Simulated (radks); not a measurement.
Values are calculated unless marked as measured or tabulated.
Spherical quantum dot in the effective-mass picture: electrons in a parabolic well V = omega^2 r^2 / 2 with omega = 1.68, all in effective atomic units (hartree* = m*/eps^2 hartree, bohr* = eps/m* bohr), one dielectric constant everywhere. Level of theory: non-relativistic Kohn-Sham, PBE, spin-polarised, spherical densities (a radial shooting solver with Libxc functionals). Levels are named by radial order and angular momentum (1s, 1p, 1d, 2s, ...), and open shells are averaged over m.

N = 12, configuration 1s2 1p6 1d(up 4, down 0). This is the lowest configuration that the search found. Occupied and some empty levels:

level    occupation  eigenvalue (hartree*)  <r> (bohr*)
1s up             1                 10.264        1.118
1s down           1                 10.336        1.093
1p up             3                 11.295        1.413
1p down           3                 11.412        1.400
1d up             4                 12.438        1.630
1d down           0                 12.576        1.627
2s up             0                 12.642        1.448
2s down           0                 12.727        1.461
1f up             0                 13.673        1.808
1f down           0                 13.814        1.813
2p up             0                 13.957        1.656
2p down           0                 14.036        1.665

Energy (hartree*): total 95.4470, kinetic 19.033, external 38.284, Hartree 45.140, exchange-correlation -7.0096.
